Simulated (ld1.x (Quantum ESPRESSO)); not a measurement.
# Configuration tests for carbon (C) (TM)

C (Z = 6), norm-conserving Troullier–Martins (Kleinman–Bylander form), made with ld1.x (Quantum ESPRESSO) 7.5 (PBEsol, scalar-relativistic). Core [He], reference 2s1 2p3. Waves: 2p (bound): rc 2.10 bohr; 2s (bound): rc 1.25 bohr. Local part: the s channel. Core correction: none.

Energies are relative to the spin-unpolarised reference configuration 2s1 2p3; without spin polarisation the order of configurations can differ from experiment.

```json
{"valence configuration": "2s2 2p0", "charge": "+2", "ΔE all-electron (eV)": "26.381", "error AE − PS (meV)": "+476"}
{"valence configuration": "2s0 2p4", "charge": "0", "ΔE all-electron (eV)": "8.446", "error AE − PS (meV)": "-1.1"}
{"valence configuration": "2s2 2p2.3", "charge": "-0.3", "ΔE all-electron (eV)": "-9.571", "error AE − PS (meV)": "-3.4"}
{"valence configuration": "2s1 2p2", "charge": "+1", "ΔE all-electron (eV)": "11.075", "error AE − PS (meV)": "+14"}
{"valence configuration": "2s2 2p1.5", "charge": "+0.5", "ΔE all-electron (eV)": "-4.494", "error AE − PS (meV)": "+27"}
```

What are ΔE and the potential's error for 2s2 2p1?

ΔE = 2.362 eV all-electron; the error (AE − PS) is +87 meV.

What are ΔE and the potential's error for 2s2 2p2?

ΔE = -8.427 eV all-electron; the error (AE − PS) is +2.8 meV.

Levels in the configuration 2s1 2p2:

```tsv
level	all-electron (eV)	pseudo (eV)
2s	-25.728	-25.742
2p	-17.016	-16.967
```
